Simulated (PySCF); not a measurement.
**Excitation energy of Ta by level of theory**

Ta [Xe] 4f14 5d3 6s2 (4F) → Ta [Xe] 4f14 5d3 6s1 6p1 (high-spin determinant), as a difference of total energies. All numbers are calculated (PySCF 2.14, scalar relativity through the core potential, in aug-cc-pwCVDZ-PP with ECP60MDF). Correlated levels: valence: 5s2 5p6 frozen. The calculations carry no spin-orbit coupling.

```json
{"method": "UHF", "excitation energy (cm⁻¹)": "9245.0"}
{"method": "MP2 (valence)", "excitation energy (cm⁻¹)": "16995"}
{"method": "SCS-MP2 (valence)", "excitation energy (cm⁻¹)": "19635"}
{"method": "CCSD (valence)", "excitation energy (cm⁻¹)": "18094"}
{"method": "CCSD(T) (valence)", "excitation energy (cm⁻¹)": "18633"}
```

The determinant of the upper state mixes LS terms, which raises its energy above the lowest term, most at the Hartree-Fock and MP2 levels.
